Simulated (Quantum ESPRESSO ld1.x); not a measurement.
Question: Species: N2+. Configuration: [He] 2p3 (not the ground configuration). Calculated with ld1.x of Quantum ESPRESSO 7.5: non-relativistic Kohn-Sham, LDA (Slater exchange, Perdew-Zunger correlation), spin-polarised, spherical densities, point nucleus; open shells are filled with parallel spins first. Some entries of the table are withheld. Estimate them.

| orbital | occ. | eigenvalue (eV) | <r^2> (bohr^2) | <r> (bohr) |
|---|---|---|---|---|
| 1s up | 1 | -418.698 | 0.07250 | 0.2315 |
| 1s down | 1 | -416.263 | 0.07135 | 0.2299 |
| 2p up | 3 | -39.060 | (1) | (2) |
| 2p down | 0 | -29.357 | (3) | (4) |

Answer: 
(1) 2p up <r^2> (bohr^2): 1.579
(2) 2p up <r> (bohr): 1.131
(3) 2p down <r^2> (bohr^2): 1.955
(4) 2p down <r> (bohr): 1.243
